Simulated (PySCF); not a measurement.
Compound: C₆H₆F (doublet state).
Numbering: `[CH3:1][C:2]1=[C:3]([F:4])[CH:5][CH:6]=[CH:7]1` (hydrogens: H8, H9, H10 on C1; H11 on C5; H12 on C6; H13 on C7)

Structure used (GFN2-xTB), in Å, numbered top down from 1:
```
atom  x, y, z in Å
C1     1.9410    0.0251   -0.0393
C2     0.4650    0.0867    0.0005
C3    -0.4091   -1.0748   -0.1916
F4     0.0654   -2.3013   -0.4305
C5    -1.7161   -0.7016   -0.0921
C6    -1.7060    0.6919    0.1637
C7    -0.3726    1.1517    0.2145
H8     2.3157   -0.5766    0.7918
H9     2.2754   -0.4609   -0.9573
H10    2.3733    1.0201    0.0222
H11   -2.5807   -1.3273   -0.1871
H12   -2.5815    1.3004    0.2962
H13   -0.0740    2.1670    0.3911
```

Level of theory: PySCF 2.14.0, UKS B3LYP, pcH-1 on C F H, non-relativistic, mean-field spin-orbit, GIAO. Geometry: GFN2-xTB; no solvent, vibrations or thermal averaging. A GFN2-xTB geometry isn't a minimum of the functional, and hyperfine couplings can be far from their values at a DFT geometry. No stability test was run, so a lower SCF solution isn't excluded.

Question: What is the g tensor, term by term?

Answer: 
| Δg (ppm) | 1 | 2 | 3 |
| --- | --- | --- | --- |
| relativistic mass correction | -166 | -166 | -166 |
| gauge correction | 0 | 40 | 28 |
| orbital Zeeman/spin–orbit | -30 | 843 | 1573 |
| total | -196 | 718 | 1435 |

So g = 2.00212, 2.00304, 2.00375 and g_iso = 2.00297; the tensor is rhombic: the two nearest values differ by 44 % of g3 − g1. Axes: g2 points within 5° of the C6–H12 bond and g3 points within 4° of the C2–C3 bond.

Question: What are the electron Larmor frequencies g μB B/h along the three axes at 1200 mT?

Answer: 33.6267, 33.6420, 33.6540 GHz for g1, g2 and g3, a range of 27.4 MHz.

Question: How much does each term add to the isotropic shift?

Answer: The orbital-Zeeman/spin–orbit term 796, the mass correction -166 and the gauge correction 23 ppm, for a total of 652 ppm. The orbital-Zeeman/spin–orbit term is the largest in size. The mass correction is the same along every axis, so the anisotropy comes from the other two: their spans along these axes are 40 (gauge) and 1603 ppm (orbital Zeeman/spin–orbit).

Question: What effective moment and Curie constant follow for a powder?

Answer: With the mean of g² = 4.0119 and S(S+1) = 0.75: μ_eff = √(⟨g²⟩S(S+1)) = 1.735 μB and χT = 0.12505·⟨g²⟩·S(S+1) = 0.376 cm³ K/mol (cgs; spin-Hamiltonian part alone).

Question: In a frozen sample, at which fields do the three g values resonate at 9.5, 34, 94 and 263 GHz (hyperfine left aside), and which band first spreads them over more than twice a line width of 0.3 mT?

Answer: 
```
band    GHz  B(g3) mT  B(g2) mT  B(g1) mT  spread mT
   X    9.5    338.74    338.86    339.02       0.28
   Q   34.0   1212.34   1212.77   1213.32       0.99
   W   94.0   3351.75   3352.95   3354.48       2.73
   J  263.0   9377.77   9381.13   9385.41       7.64
```

The spread grows in proportion to the frequency. Q band is the first where it exceeds 0.6 mT.

Largest spin populations (Mulliken): C6 (+0.58), C3 (+0.35), C2 (+0.31) and C5 (-0.16). Three atoms exceed +0.15. The angles at C6 add up to 360.0°, so it is planar.

The HOMO–LUMO gaps are 7.38 eV among the α and 2.48 eV among the β orbitals.

Time: 40 s of wall time (with the writing of density and orbital grids); peak memory 0.85 GiB. Hardware: Arm Neoverse V1, one thread, shared host.

The SMILES draws the unpaired electron on C5; the largest computed Mulliken spin population is on C6 (0.58 against -0.16).
